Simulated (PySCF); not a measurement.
## Correlation energy of Ag⁺ (silver, charge +1)

[Kr] 4d9 5p1, one real determinant (an excited configuration). Computed with PySCF 2.14 in aug-cc-pwCVTZ-PP with ECP28MDF (8s8p7d4f3g, 122 functions), with a scalar-relativistic core potential. Frozen: 4s2 4p6; 10 electrons correlated.

MP2 pair energies summed by pair of shells (mhartree):

| pair | energy | share (%) |
| --- | --- | --- |
| 4d-4d | -311.03 | 92.4 |
| 4d-5p | -25.73 | 7.6 |

Total MP2 correlation energy: -336.76 mhartree.

Same-spin part -123.55 and opposite-spin part -213.21 mhartree; SCS-MP2 scales them by 1/3 and 6/5 to -297.04 mhartree.

The reference is one real determinant that mixes LS terms of this configuration.
